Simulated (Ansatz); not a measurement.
Mulliken charges of CHAlClNO, SMILES `N=[C]1[O][Al]1[Cl]` from r2SCAN/def2-TZVPP in Ansatz (PBE0-D4/def2-TZVP geometry).

```csv
atom,x (Å),y (Å),z (Å),charge (e)
N1,0.772,-0.040,1.674,-0.334
C2,0.272,0.041,0.545,0.094
O3,-0.326,-0.948,-0.273,-0.331
Al4,-0.380,0.550,-1.127,0.549
Cl5,-1.031,1.319,-2.926,-0.136
H6,0.735,-0.987,2.059,0.158
```

Task: By hand: the dipole of these point charges (1 e Å = 4.8032 D).

Result: Σ q r = (-0.077, 0.298, -0.313) e Å, of length 0.439 e Å = 2.11 D.

Task: How does the dipole of the full density compare? (Estimate.)

Result: The calculation gave: (-0.181, 0.089, -0.439) e Å, 2.32 D; the point charges give 0.91 times that, at 33° from its direction.

Point charges leave out the atoms' own dipoles, such as those of lone pairs, and Mulliken's split depends on the basis, so the two needn't agree.
